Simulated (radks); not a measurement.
Species: the iron ion Fe+. Configuration: [Ar] 3d6 4s0.5 4p0.5 (fractional occupations, a model configuration). Calculated with a radial shooting solver on a logarithmic mesh with Libxc functionals: scalar-relativistic Kohn-Sham, r2SCAN, spin-unpolarised, spherical densities, finite nucleus; meta-GGA in the generalised Kohn-Sham scheme; Fermi nuclear charge, rms radius 3.7377 fm. Some entries of the table are withheld. Estimate them.

orbital,occ.,eigenvalue (hartree),r(max) (bohr),<1/r> (bohr^-1)
1s,2,-258.4529,0.03827,(1)
2s,2,-30.80340,(2),5.577
2p,6,-26.24181,0.1799,5.456
3s,2,-3.91972,0.7004,1.743
3p,6,-2.62179,0.7141,1.600
3d,6,-0.61541,0.7152,1.223
4s,0.5,-0.46026,2.304,0.4742
4p,0.5,-0.27463,2.876,0.3687

Answer. 
(1) 1s <1/r> (bohr^-1): 25.97
(2) 2s r(max) (bohr): 0.2221
